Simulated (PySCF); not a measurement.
Level of theory: PBE-D3(BJ)/def2-TZVP // B3LYP-D3(BJ)/def2-TZVP (PySCF 2.14.0). Gas-phase values, no solvent. One relaxed conformer stands for a flexible species; it need not be the lowest. Excitations are Tamm–Dancoff values on a coarser integration grid. The basis has no diffuse functions, so Rydberg states are missing or too high.

Reference species (SMILES): `C=C(C#N)C[SiH3]` (neutral, multiplicity 1).

The S1–T1 gap (TDA) comes out as 2.24 eV and the brightest of the four lowest singlets (TDA) comes out as 5.84 eV.

Changed species: `[SiH3][C@@H](C#N)C=C`.

What does the change do to the S1–T1 gap (TDA) and brightest of the four lowest singlets (TDA)?

the S1–T1 gap (TDA) falls by 0.59 eV, to 1.65 eV; the brightest of the four lowest singlets (TDA) rises by 0.14 eV, to 5.98 eV.
